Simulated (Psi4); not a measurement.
CH$_{5}$Si, doublet, geometry from GFN2-xTB; CCSD/aug-cc-pVDZ (Psi4 1.11).

Here is a job for Psi4.
```
memory 2 GB

molecule {
0 2
C    -0.01711389    0.13861103   -1.25945287
Si    0.00774095   -0.06609183    0.57241213
H    -0.92959358    0.22915764   -1.82227983
H     0.88009381    0.20740535   -1.84926448
H     0.03350168    1.24334789    1.24448153
H    -1.19792114   -0.77868484    1.00294438
H     1.20822931   -0.80760657    0.96706573
}

set {
  basis aug-cc-pvdz
  reference uhf
  freeze_core true
}

energy('ccsd')
print_variables()
```

The log (banner, timings and long lists left out):

```
   => Loading Basis Set <=

    Name: AUG-CC-PVDZ
    Role: ORBITAL
    Keyword: BASIS

         ---------------------------------------------------------
                                   SCF
               by Justin Turney, Rob Parrish, Andy Simmonett
                          and Daniel G. A. Smith
                              UHF Reference
         ---------------------------------------------------------

  ==> Geometry <==

    Molecular point group: c1
    Full point group: C1

    Geometry (in Angstrom), charge = 0, multiplicity = 2:

       Center              X                  Y                   Z               Mass
    ------------   -----------------  -----------------  -----------------  -----------------
         C           -0.017235332584     0.140640569767    -1.269233126822    12.000000000000
         SI           0.007619507416    -0.064062290233     0.562631873178    27.976926534650
         H           -0.929715022584     0.231187179767    -1.832060086822     1.007825032230
         H            0.879972367416     0.209434889767    -1.859044736822     1.007825032230
         H            0.033380237416     1.245377429767     1.234701273178     1.007825032230
         H           -1.198042582584    -0.776655300233     0.993164123178     1.007825032230
         H            1.208107867416    -0.805577030233     0.957285473178     1.007825032230

  Running in c1 symmetry.

  Rotational constants: A =      2.27758  B =      0.40340  C =      0.38730 [cm^-1]
  Rotational constants: A =  68280.03756  B =  12093.65858  C =  11610.96631 [MHz]
  Nuclear repulsion =   56.297503339394289

  Charge       = 0
  Multiplicity = 2
  Electrons    = 25
  Nalpha       = 13
  Nbeta        = 12

  ==> Algorithm <==

  SCF Algorithm Type is PK.
  DIIS enabled.
  MOM disabled.
  Fractional occupation disabled.
  Guess Type is SAD.
  Energy threshold   = 1.00e-08
  Density threshold  = 1.00e-08
  Integral threshold = 1.00e-12

  ==> Primary Basis <==

  Basis Set: AUG-CC-PVDZ
    Blend: AUG-CC-PVDZ
    Number of shells: 45
    Number of basis functions: 95
    Number of Cartesian functions: 99
    Spherical Harmonics?: true
    Max angular momentum: 2

  ==> Integral Setup <==

  Using in-core PK algorithm.
   Calculation information:
      Number of atoms:                   7
      Number of AO shells:              45
      Number of primitives:            113
      Number of atomic orbitals:        99
      Number of basis functions:        95

[...]
  @UHF Final Energy:  -329.66395024240609
    Total Energy =                       -329.6639502424060879
[...]
              3   8         0.0066918916
              5  11         0.0066296546
              3   5         0.0065183342

    Largest TIJAB Amplitudes:
      5   3  14  13         0.0100556041
      6   4  23  17        -0.0071830046
      6   4  17  15         0.0067658005
      6   2  43  18         0.0064356485
      5   4  14  13        -0.0064224366
      4   2  26  16         0.0062396739
      6   2  20  18         0.0061875130
      6   2  55  53        -0.0061178707
      6   2  63  61         0.0059306686
      6   2  61  18        -0.0058951887

    Largest Tijab Amplitudes:
      4   3  15  14         0.0110601881
      5   2  27  16        -0.0079251505
      5   4  16  11         0.0071869980
      5   4  17  16         0.0068243170
      5   3  11   3         0.0064348636
      4   3  15  12        -0.0057917392
      5   3  24   3        -0.0057659492
      4   3  19  14         0.0057276226
      5   3  17   3        -0.0056632490
      5   3  16  14        -0.0055943948

    Largest TIjAb Amplitudes:
      5   4  14  14         0.0170140200
      5   4  19  20        -0.0139928769
      3   3  22  23         0.0133325557
      5   4  16  16        -0.0127967350
      3   3  19  20         0.0126965314
      5   4  21  22        -0.0122328303
      2   2  55  56        -0.0119794928
      5   4  58  59        -0.0119566557
      2   2  16  16        -0.0116411554
      3   3  13  15        -0.0113611867

    SCF energy       (wfn)                    = -329.663950242406088
    Reference energy (file100)                = -329.663950242406713

    Opposite-spin MP2 correlation energy      =   -0.191462103674667
    Same-spin MP2 correlation energy          =   -0.041673306396281
    Singles MP2 correlation energy            =   -0.000000000000000
    MP2 correlation energy                    =   -0.233135410070947
      * MP2 total energy                      = -329.897085652477642

    Opposite-spin CCSD correlation energy     =   -0.234118820293007
    Same-spin CCSD correlation energy         =   -0.043082437320721
    Singles CCSD correlation energy           =   -0.000000000000000
    CCSD correlation energy                   =   -0.277201257613727
      * CCSD total energy                     = -329.941151500020453

  Variable Map:
  ----------------------------------------------------------------------------
[...]
  Array Variable Map:
  ----------------------------------------------------------------------------
[...]
[...]
```
